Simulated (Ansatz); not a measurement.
C2H5FO2Si can be A, `CO[Si]1(F)CO1`, or B, `O[Si@@H]1C[C@@H](F)O1`.

Calculated with Ansatz (gas phase, PBE0-D4/def2-TZVP geometries, no zero-point term in ΔE). CCSD(T)/CBS is the MP2 limit (def2-TZVPP, def2-QZVPP) plus CCSD(T) − MP2 in def2-TZVPP, frozen cores. Functionals use def2-TZVPP. B3LYP here is the variant with VWN-RPA as its local correlation; programs differ in this. Each species was taken in one conformer, which may not be the lowest.

A:

```xyz
11

C     1.0972   -1.7698   -0.2878
O     0.3934   -0.7724    0.4273
Si   -0.5434    0.4079   -0.1217
F    -0.8026    0.1629   -1.6662
C    -0.7493    2.0167    0.6141
O    -1.7911    0.9077    0.7824
H     0.8074   -1.7960   -1.3407
H     2.1695   -1.5766   -0.2153
H     0.8802   -2.7381    0.1657
H    -0.3047    2.2895    1.5681
H    -1.1565    2.8682    0.0740
```

B:

```xyz
11

O    -1.574   -1.685    0.565
Si   -1.002   -0.169    0.395
C     0.198    0.258   -0.975
C     1.126    0.586    0.206
F     1.349    1.936    0.295
O     0.362    0.166    1.313
H    -0.958   -2.418    0.517
H    -2.173    0.688    0.665
H     0.554   -0.579   -1.576
H     0.011    1.115   -1.619
H     2.107    0.103    0.215
```

Question: Which is lower in electronic energy at CCSD(T)/CBS, and by how much? (An estimate is asked.)

Answer: Computed: A, by 22.8 kJ/mol.

Question: Give E(B) − E(A) in kJ/mol with B3LYP, MP2/def2-TZVPP, r2SCAN-D4, CCSD/def2-TZVPP, CCSD(T)/def2-TZVPP, B2PLYP, HF/def2-TZVPP. (Best estimate.)

Answer: Ansatz gave: B3LYP 28.9, MP2/def2-TZVPP 21.9, r2SCAN-D4 21.5, CCSD/def2-TZVPP 20.9, CCSD(T)/def2-TZVPP 20.1, B2PLYP 27.4, HF/def2-TZVPP 24.0. None reverses the order clearly.

Largest T1 diagnostic: 0.012.

From PBE to PBE0 (25 % exact exchange), in def2-TZVPP and without D4, E(B) − E(A) moves by −4.5 kJ/mol.
